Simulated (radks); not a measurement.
Question: The mean radii <r> (bohr) of the occupied orbitals of an atom or ion are listed with their occupations. Calculated with a radial shooting solver on a logarithmic mesh with Libxc functionals: scalar-relativistic Kohn-Sham, OLYP, spin-polarised, spherical densities, finite nucleus; Fermi nuclear charge, rms radius of each element as measured or else 0.836 A^(1/3) + 0.57 fm.

| orbital | occ. | <r> |
|---|---|---|
| 1s up | 1 | 0.3019 |
| 2s up | 1 | 1.382 |
| 3d up | 1 | 3.136 |

Name the element and its charge. Open shells, if any, are filled with parallel spins first.

Answer: Z = 5, boron, charge +2: B2+ in 1s1 2s1 3d1. The 1s radius gives Z: for a bare nucleus <r> = (2 gamma + 1)/(2Z) with gamma = sqrt(1 - (Z/c)^2), 0.2999 bohr for Z = 5, and screening makes it slightly larger (0.3019 here). The occupations add up to 3, and the charge is Z minus that.
